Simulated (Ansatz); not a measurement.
Ideal-gas functions of B2FH5Si, SMILES `BB[SiH2]F` at 800 K and 1 bar, from an Ansatz frequency run at PBE0-D4/def2-TZVP.

Molar mass 73.75 g/mol, point group Cs (symmetry number 1), electronic degeneracy 1, moments of inertia 49.267, 141.193, 180.323 u Å². Harmonic wavenumbers (cm⁻¹, unscaled): 90, 95, 266, 303, 347, 543, 552, 679, 755, 819, 850, 897, 924, 954, 1001, 1155, 2210, 2215, 2564, 2602, 2630.

Use S(trans) = R[1.5 ln M + 2.5 ln T − 1.1517]; rotational temperatures θ = 24.2544 K / I; S(rot) = R[ln(√π/σ · √(T³/θAθBθC)) + 1.5]; for each mode x = 1.438777 ν̃/T, S = R[x/(eˣ − 1) − ln(1 − e⁻ˣ)] and H = RT x/(eˣ − 1); 1 cm⁻¹ = 0.0119627 kJ/mol; R = 8.31446 J/(mol·K).

Problem. By hand: the entropy, in J/(mol·K).

Solution. Translation 183.0. Rotation: θ = 0.4923, 0.1718, 0.1345 K, giving 119.2. Vibration, mode by mode: 23.46, 23.02, 14.52, 13.46, 12.37, 8.83, 8.71, 7.15, 6.38, 5.81, 5.55, 5.18, 4.99, 4.78, 4.47, 3.59, 0.79, 0.78, 0.47, 0.44, 0.42, in all 155.2. Electronic 0.0. Sum 457.4 J/(mol·K).

Problem. By hand: H − E and G − E in kJ/mol, counted from the electronic energy.

Solution. Zero-point energy ½ × 22451 × 0.0119627 = 134.3; thermal vibration 61.3; translation, rotation and pV give 4 RT = 26.6. H − E = 222.2 kJ/mol, and G − E = 222.2 − 800 × 457.4/1000 = -143.7 kJ/mol.

Vibration gives 34 % of the entropy, 46.5 J/(mol·K) of it from the modes under 150 cm⁻¹: soft modes count most, and the harmonic formula is weakest for them. The sum counts one conformer and one mirror image; others add a mixing term.
